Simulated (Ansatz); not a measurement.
`[F][Zr]([F])([F])[SeH]` + HCl → `[F][Zr]([F])([F])[Cl]` + H₂Se at 400 K and 1 bar (ligand exchange at a Zr–Se bond).

Program: Ansatz. Geometries: PBE0-D4/def2-TZVP. ΔE: electronic, gas phase. CCSD(T)/CBS is the MP2 limit (def2-TZVPP, def2-QZVPP) plus CCSD(T) − MP2 in def2-TZVPP, frozen cores. This one scheme is used for every species. Elements past krypton have def2 core potentials. For Se, Zr outer-core shells are correlated without core-valence functions, which leaves a few kJ/mol of doubt a bond. Scalar relativity is left out up to krypton. One conformer a species, not always the lowest.

| species | CCSD(T)/CBS energy (Eh) | H − E (kJ/mol) | S (J/(mol·K)) |
| --- | --- | --- | --- |
| `[F][Zr]([F])([F])[SeH]` | -2747.96381 | 70.2 | 422.6 |
| HCl | -460.38127 | 29.6 | 195.4 |
| `[F][Zr]([F])([F])[Cl]` | -806.47035 | 48.9 | 372.5 |
| H₂Se | -2401.89790 | 49.4 | 229.5 |

H − E and S are ideal-gas, rigid-rotor, harmonic terms from PBE0-D4/def2-TZVP, for one conformer and one mirror image of each species. 1 Eh = 2625.50 kJ/mol, R = 8.31446 J/(mol·K).

**Question.** By hand: ΔE, ΔH, ΔS and ΔG.

**Answer.** ΔE = (-806.47035) + (-2401.89790) − (-2747.96381) − (-460.38127) = -0.02317 Eh = -60.8 kJ/mol. Δ(H − E) = 48.9 + 49.4 − 70.2 − 29.6 = -1.5, so ΔH = -62.3 kJ/mol. ΔS = 372.5 + 229.5 − 422.6 − 195.4 = -16.0 J/(mol·K). ΔG = -62.3 − 400 × (-16.0)/1000 = -55.9 kJ/mol.

**Question.** By hand: the equilibrium constant, and the temperature at which ΔG would vanish if ΔH and ΔS stayed fixed.

**Answer.** log₁₀ K = −ΔG/(RT ln 10) = 7.3. ΔG = 0 at ΔH/ΔS = 3894 K, far beyond where these terms or the molecules hold.

ΔH outweighs TΔS. A doubt of 5 kJ/mol in ΔE shifts log₁₀ K by 0.7 here. Other conformers and mirror images would add mixing entropy, several J/(mol·K) or more a flexible species. Modes under 60 cm⁻¹, often nearly free rotors, make the harmonic entropy too high. These are equilibria of isolated gas molecules and say nothing of rates. Largest T1 diagnostic: 0.017 (customary marks: 0.02 for closed shells, 0.045 for open ones).
